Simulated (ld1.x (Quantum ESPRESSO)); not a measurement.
## hafnium: excitation energies, all-electron against TM semilocal

```
Element                 : Hf (Z = 72)
Generator               : ld1.x (Quantum ESPRESSO) 7.5
Type                    : norm-conserving Troullier–Martins (semilocal form)
Functional              : PBEsol
Relativity              : scalar-relativistic
Frozen core             : [Kr] 4d10 4f14
Valence charge          : 12
Reference configuration : 5s2 5p6 5d2 6s1.5 6p0.5
Partial waves           : 5s (bound): rc 1.95 bohr; 5p (bound): rc 1.60 bohr; 5f channel at 0.25 Ry: rc 1.50 bohr; 5d (bound): rc 1.90 bohr
Local potential         : the d channel
Core correction         : none
```

Occupied shells without a wave of their own: 6p, 6s. They enter only through the test configuration that unscreens the potential.

Energies are relative to the spin-unpolarised reference configuration 5s2 5p6 5d2 6s1.5 6p0.5; without spin polarisation the order of configurations can differ from experiment.

Question: Give the all-electron excitation energy and the error of the potential for: 5s2 5p6 5d2 6s2 6p0; 5s2 5p6 5d2 6s1 6p0; 5s2 5p6 5d2 6s0 6p0; 5s2 5p6 5d3 6s1 6p0; 5s2 5p6 5d1 6s2 6p1; 5s2 5p5 5d2 6s2 6p0; 5s2 5p6 5d3 6s0 6p0.

Answer:

| valence configuration | charge | ΔE all-electron (eV) | error AE − PS (meV) |
| --- | --- | --- | --- |
| 5s2 5p6 5d2 6s2 6p0 | 0 | -1.906 | +2358 |
| 5s2 5p6 5d2 6s1 6p0 | +1 | 6.103 | -171 |
| 5s2 5p6 5d2 6s0 6p0 | +2 | 20.265 | -4043 |
| 5s2 5p6 5d3 6s1 6p0 | 0 | 0.689 | +291 |
| 5s2 5p6 5d1 6s2 6p1 | 0 | 0.102 | +2509 |
| 5s2 5p5 5d2 6s2 6p0 | +1 | 39.152 | +2597 |
| 5s2 5p6 5d3 6s0 6p0 | +1 | 8.100 | -2528 |

Levels in the configuration 5s2 5p5 5d2 6s2 6p0:

```csv
level,all-electron (eV),pseudo (eV)
5s,-79.027,-78.715
5p,-47.029,-46.732
5d,-11.965,-11.800
6s,-12.381,-15.579
```

These tests converged, but a pseudo level misses the all-electron one widely, so the file describes the atom poorly there or has found another state: 5s2 5p6 5d2 6s2 6p0: 6s by 2.0 eV (a node warning on the way); 5s2 5p6 5d2 6s1 6p0: 6s by 3.1 eV; 5s2 5p6 5d2 6s0 6p0: empty 6s by 4.7 eV (a node warning on the way); 5s2 5p6 5d3 6s1 6p0: 6s by 2.2 eV; 5s2 5p6 5d1 6s2 6p1: 6s by 2.5 eV; 5s2 5p5 5d2 6s2 6p0: 6s by 3.2 eV; 5s2 5p6 5d3 6s0 6p0: empty 6s by 3.1 eV. ld1.x printed “convergence not achieved” for 4 of the counted tests; their residual had stalled under 1e-8, short of the target of 1e-14. The 6p, 6s levels have no wave, so the channel is fitted at the deeper level alone: the likely source of the large errors.

A Bessel basis up to 400 Ry misses an occupied level by 0.20 Ry, so cutoffs and ghosts were not judged. The potential misses its own reference levels by up to 3.7 eV, so it is not fit for use.
